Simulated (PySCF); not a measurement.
H₄Si, charge +1, doublet, at a GFN2-xTB geometry (a state made from the parent by changing its charge; the spin is typed, not shown lowest). Base run: SVWN5/cc-pVDZ run with PySCF.

Geometry (Å):
```xyz
5

Si     0.0000     0.0000     0.0000
H      0.2195     1.4963    -0.0178
H     -1.3654     0.2076     0.6166
H      1.3654    -0.2076    -0.6166
H     -0.2195    -1.4963     0.0178
```
Charge +1, spin multiplicity 2.
Orbitals are unrestricted.
All else is at PySCF's defaults.
Base energy -290.19769 Eh.

The base run was repeated with changes; each row names its change, and settings that it needs were set with it.

```json
[
 {"change": "base", "ΔE vs base (mEh)": "0.000", "SCF cycles": "7", "<S^2>": "0.753"},
 {"change": "diis = off; damp = 0.3 (with mf.diis_start_cycle = 200; with mf.max_cycle = 150)", "ΔE vs base (mEh)": "0.000", "SCF cycles": "11", "<S^2>": "0.753"},
 {"change": "level_shift = 1.0 (with mf.max_cycle = 100)", "ΔE vs base (mEh)": "0.000", "SCF cycles": "21", "<S^2>": "0.753"},
 {"change": "level_shift = 0.5 (with mf.max_cycle = 100)", "ΔE vs base (mEh)": "0.000", "SCF cycles": "13", "<S^2>": "0.753"},
 {"change": "diis_space = 4", "ΔE vs base (mEh)": "0.000", "SCF cycles": "7", "<S^2>": "0.753"},
 {"change": "solver = newton; init_guess = 1e", "ΔE vs base (mEh)": "0.000", "SCF cycles": "-", "<S^2>": "0.753"},
 {"change": "diis = off (with mf.max_cycle = 100)", "ΔE vs base (mEh)": "0.000", "SCF cycles": "31", "<S^2>": "0.753"},
 {"change": "conv_tol = 1e-4", "ΔE vs base (mEh)": "0.000", "SCF cycles": "4", "<S^2>": "0.753"},
 {"change": "diis_space = 12", "ΔE vs base (mEh)": "0.000", "SCF cycles": "7", "<S^2>": "0.753"},
 {"change": "init_guess = atom", "ΔE vs base (mEh)": "0.000", "SCF cycles": "7", "<S^2>": "0.753"},
 {"change": "conv_tol = 1e-7", "ΔE vs base (mEh)": "0.000", "SCF cycles": "6", "<S^2>": "0.753"},
 {"change": "init_guess = vsap", "ΔE vs base (mEh)": "0.000", "SCF cycles": "6", "<S^2>": "0.753"},
 {"change": "conv_tol = 1e-6", "ΔE vs base (mEh)": "0.000", "SCF cycles": "5", "<S^2>": "0.753"}
]
```

Open shells are given as the SCF converged; they aren't shown to be the lowest states, and a large step between rows can be another state.
